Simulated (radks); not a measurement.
The numbers below are computed, except where a source is named.
Initial-state core-level shifts of neutral platinum when its valence configuration changes from [Xe] 4f14 5d9 6s1. Code: a radial shooting solver on a logarithmic mesh with Libxc functionals. Model: scalar-relativistic Kohn-Sham, BLYP, spin-polarised, spherical densities, finite nucleus; open shells are filled with parallel spins first (spin-orbit coupling, left out, can overturn this in heavy ions); Fermi nuclear charge, rms radius 5.427 fm. Shifts are changes of the shell-averaged eigenvalues in eV (positive: less bound); the change of the density at the nucleus, which sets a Mossbauer isomer shift, is in e/bohr^3, on a base of 2.117e+06.

| valence | 2s | 2p | 3d | 5p | density at nucleus |
|---|---|---|---|---|---|
| 4f13 5d9 6s1 6p1 | -17.554 | -17.391 | -19.233 | -7.303 | +158.7 |
| 4f13 5d9 6s2 | -15.712 | -15.550 | -17.381 | -5.423 | +276.2 |
| 4f14 5d10 | +2.362 | +2.359 | +2.353 | +2.150 | -120.6 |
| 4f14 5d8.5 6s1 6p0.5 | -2.309 | -2.308 | -2.306 | -2.194 | +13.8 |
| 4f14 5d9 6p1 | -1.933 | -1.933 | -1.943 | -1.999 | -117.1 |
| 4f11 5d9 6s1 6p3 | -55.766 | -55.238 | -61.046 | -22.563 | +510.8 |
| 4f13 5d9.5 6s1 6p0.5 | -15.117 | -14.956 | -16.803 | -5.041 | +143.3 |
| 4f14 5d8 6s2 | -2.839 | -2.836 | -2.820 | -2.535 | +140.6 |
| 4f12 5d8.5 6s1 6p2.5 | -38.749 | -38.406 | -42.170 | -17.097 | +347.4 |
